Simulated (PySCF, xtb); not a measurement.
H9NSi3, SMILES [SiH3]N[SiH2][SiH3].

GFN2-xTB (xtb 6.7.1) at its own geometry gives an orbital gap of 4.29 eV and a dipole moment of 0.91 D.

Geometry: PBE0-D3(BJ)/def2-SVP. Other conformers were not sampled.

What does PBE/def2-TZVP (PySCF) give? (The exact figures need the calculation; the answer reports its results.)

gap 4.92 eV (levels -6.20 and -1.28 eV), dipole 1.08 D.
